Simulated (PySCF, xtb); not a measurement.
Si(OH) (HOSi), SMILES O[Si] (connectivity only; charge and spin as stated), neutral, multiplicity 2.

Harmonic wavenumbers (cm⁻¹) from GFN2-xTB (xtb 6.7.1) at its own minimum, in rising order: 653, 782, 3527.

Problem. What does PBE-D3(BJ)/def2-TZVPD in PySCF give at its own minimum? (The exact figures need the calculation; the answer reports its results.)

Solution. 732, 834, 3677. Paired by order, the mean absolute difference is 94 cm⁻¹ and the zero-point energies are 7.1 and 7.5 kcal/mol.
